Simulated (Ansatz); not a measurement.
Start from `BN([SiH3])CC=C` and change one atom or group to get `BN([SiH3])[CH2][AlH2]`.

Ansatz, PBE0-D4/def2-TZVP geometries, multiplicity 1. Each molecule was computed in one conformer, which needn't be the lowest.

```json
{"property": "size of the dipole moment (ωB97M-V/def2-TZVPP) / D", "`BN([SiH3])CC=C`": "1.55"}
{"property": "HOMO energy (B3LYP/def2-TZVPP) / eV", "`BN([SiH3])CC=C`": "-7.61"}
{"property": "size of the dipole moment (PBE/def2-TZVPP) / D", "`BN([SiH3])CC=C`": "1.64"}
{"property": "LUMO energy (B3LYP/def2-TZVPP) / eV", "`BN([SiH3])CC=C`": "-0.69"}
{"property": "HOMO energy (ωB97M-V/def2-TZVPP) / eV", "`BN([SiH3])CC=C`": "-10.11"}
{"property": "HOMO energy (PBE0/def2-TZVPP) / eV", "`BN([SiH3])CC=C`": "-7.84"}
```

(1) Give the same properties after the change, and the shifts. (Estimate.)

## Answers

(1) The calculation gave: 
```tsv
property	`BN([SiH3])[CH2][AlH2]`	shift
size of the dipole moment (ωB97M-V/def2-TZVPP) / D	1.96	0.41
HOMO energy (B3LYP/def2-TZVPP) / eV	-7.51	0.10
size of the dipole moment (PBE/def2-TZVPP) / D	2.05	0.41
LUMO energy (B3LYP/def2-TZVPP) / eV	-1.01	-0.32
HOMO energy (ωB97M-V/def2-TZVPP) / eV	-9.95	0.16
HOMO energy (PBE0/def2-TZVPP) / eV	-7.72	0.12
```

With PBE0 the HOMO rises by 0.12 eV and the LUMO falls by 0.34 eV, so the gap narrows by about 0.46 eV. PBE moves the HOMO by 0.22 eV and ωB97M-V by 0.16 eV. Dipoles are sizes alone; their direction can turn.

B3LYP here is the variant with VWN-RPA as its local correlation; programs differ in this.
